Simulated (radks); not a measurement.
The numbers below are computed, except where a source is named.
Problem. The mean radii <r> (bohr) of the occupied orbitals of an atom or ion are listed with their occupations. Code: a radial shooting solver on a logarithmic mesh with Libxc functionals. Model: non-relativistic Kohn-Sham, LDA (Slater exchange, VWN5 correlation), spin-polarised, spherical densities, point nucleus.

orbital  occ.     <r>
1s up       1  0.1210
1s down     1  0.1210
2s up       1  0.6310
2s down     1  0.6309
2p up       3  0.6053
2p down     3  0.6049
3s up       1   2.537
3s down     1   2.543
3p up       1   3.390

Name the element and its charge. Open shells, if any, are filled with parallel spins first.

Solution. Z = 13, aluminium, charge 0: Al in [Ne] 3s2 3p1. The 1s radius gives Z: for a bare nucleus <r> = 1.5/Z, 0.1154 bohr for Z = 13, and screening makes it slightly larger (0.1210 here). The occupations add up to 13, and the charge is Z minus that.
